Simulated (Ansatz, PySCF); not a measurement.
FH₇OSi₃, SMILES O[Si@@H](F)[SiH2][SiH3]. Atoms are numbered in the order given.

```xyz
12

O     -1.0296     1.5217    -0.5278
Si    -1.3229     0.1979     0.4287
F     -2.1237    -0.9325    -0.4342
Si     0.8127    -0.6030     0.9335
Si     2.1573    -0.0347    -0.9041
H     -1.7781     2.0660    -0.8022
H     -2.2296     0.5412     1.5643
H      1.3279     0.0535     2.1774
H      0.7734    -2.0820     1.1550
H      2.2991     1.4497    -0.9698
H      3.5163    -0.6477    -0.7863
H      1.5162    -0.5261    -2.1606
```
Charge 0, spin multiplicity 1.

Geometry: r2SCAN-D4/def2-SVP. The structure was generated by enumeration; whether it is a known compound was not checked. Other conformers were not sampled.

Two levels are set side by side: PBE-D3(BJ)/def2-SVP (Ansatz, a program for electronic structure) and r2SCAN-D4/def2-SVP (Ansatz). Each level has its own optimised geometry; the coordinates shown are those of the second. Frequencies come from the Hessian of PySCF at each geometry. Differences are taken from unrounded values.

```csv
quantity,r2SCAN-D4,PBE-D3(BJ),PBE-D3(BJ) minus r2SCAN-D4
mean bond length (Å),1.628,1.638,0.010
bond O1–Si2 (Å),1.659,1.675,0.016
bond Si2–F3 (Å),1.632,1.645,0.013
bond Si2–Si4 (Å),2.336,2.343,0.007
bond Si4–Si5 (Å),2.347,2.353,0.006
bond O1–H6 (Å),0.965,0.974,0.009
bond Si2–H7 (Å),1.493,1.506,0.012
bond Si4–H8 (Å),1.498,1.508,0.010
bond Si4–H9 (Å),1.496,1.506,0.010
bond Si5–H10 (Å),1.493,1.503,0.010
bond Si5–H11 (Å),1.495,1.506,0.011
bond Si5–H12 (Å),1.494,1.504,0.010
highest harmonic wavenumber (cm⁻¹),3866,3748,-118
mean harmonic wavenumber (cm⁻¹),993,965,-27
zero-point energy (kcal/mol),42.57,41.40,-1.17
```
